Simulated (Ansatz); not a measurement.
A nudged elastic band was laid between two geometries of FGeH3 (5 atoms, charge 0, multiplicity 1).

Method: RKS PBE0/def2-SVP in Ansatz 0.2.0.

* movable images: 7
* climbing image: yes
* spring: 5.0 eV/Å²
* optimiser: quadratic models (default)
* start path: straight line
* force threshold: 0.03 eV/Å
* iteration limit: 60
* end points: relaxed

First end point:

```xyz
5
Properties=species:S:1:pos:R:3
Ge 0.283 -0.049 0.200
H 0.245 0.015 1.734
H 1.716 0.015 -0.347
F -0.535 1.379 -0.379
H -0.494 -1.253 -0.350
```

Last end point:

```xyz
5
Properties=species:S:1:pos:R:3
Ge 0.175 0.002 -0.895
H 0.940 -0.312 1.284
H 1.546 0.023 0.939
F -0.741 1.434 -0.433
H -0.705 -1.040 -0.036
```

Problem. What changes between the two ends?

Solution. Bonds broken: Ge1–H2, Ge1–H3. Bonds formed: H2–H3. FGeH3 becomes FGeH + H2.

Problem. What energy profile does the band end with?

Solution. It converged. The highest image is number 5 of 0 to 8, 59.5 kcal/mol above the first end and 26.8 kcal/mol above the last; the last end lies 32.7 kcal/mol above the first. Another band between the same ends (7 images) ends at a top of the same energy, where a vibrational analysis finds 1 clearly imaginary mode. The orbitals stay closed-shell, which can raise the energy where a bond breaks towards radicals; this wasn't checked here.

```json
{"image": "0", "path coordinate (Å)": "0.00", "energy (kcal/mol)": "0.0", "Ge1–H2 (Å)": "1.54", "Ge1–H3 (Å)": "1.54", "H2–H3 (Å)": "2.55"}
{"image": "1", "path coordinate (Å)": "0.26", "energy (kcal/mol)": "3.1", "Ge1–H2 (Å)": "1.52", "Ge1–H3 (Å)": "1.53", "H2–H3 (Å)": "2.34"}
{"image": "2", "path coordinate (Å)": "0.52", "energy (kcal/mol)": "13.5", "Ge1–H2 (Å)": "1.51", "Ge1–H3 (Å)": "1.52", "H2–H3 (Å)": "2.10"}
{"image": "3", "path coordinate (Å)": "0.78", "energy (kcal/mol)": "31.4", "Ge1–H2 (Å)": "1.53", "Ge1–H3 (Å)": "1.51", "H2–H3 (Å)": "1.85"}
{"image": "4", "path coordinate (Å)": "1.04", "energy (kcal/mol)": "51.0", "Ge1–H2 (Å)": "1.62", "Ge1–H3 (Å)": "1.51", "H2–H3 (Å)": "1.61"}
{"image": "5", "path coordinate (Å)": "1.31", "energy (kcal/mol)": "59.5", "Ge1–H2 (Å)": "1.74", "Ge1–H3 (Å)": "1.55", "H2–H3 (Å)": "1.37"}
{"image": "6", "path coordinate (Å)": "1.62", "energy (kcal/mol)": "47.4", "Ge1–H2 (Å)": "1.87", "Ge1–H3 (Å)": "1.68", "H2–H3 (Å)": "1.01"}
{"image": "7", "path coordinate (Å)": "1.94", "energy (kcal/mol)": "33.7", "Ge1–H2 (Å)": "2.10", "Ge1–H3 (Å)": "2.00", "H2–H3 (Å)": "0.79"}
{"image": "8", "path coordinate (Å)": "2.26", "energy (kcal/mol)": "32.7", "Ge1–H2 (Å)": "2.33", "Ge1–H3 (Å)": "2.29", "H2–H3 (Å)": "0.77"}
```

Problem. What is the geometry of the highest image?

Solution. 
```xyz
5
Properties=species:S:1:pos:R:3
Ge 0.267 -0.024 -0.436
H 0.632 -0.228 1.255
H 1.605 0.092 0.344
F -0.657 1.458 -0.302
H -0.631 -1.193 -0.001
```

Time of the run: 93 s on 1 thread of Arm Neoverse V2 (shared host), peak memory 0.12 GiB.
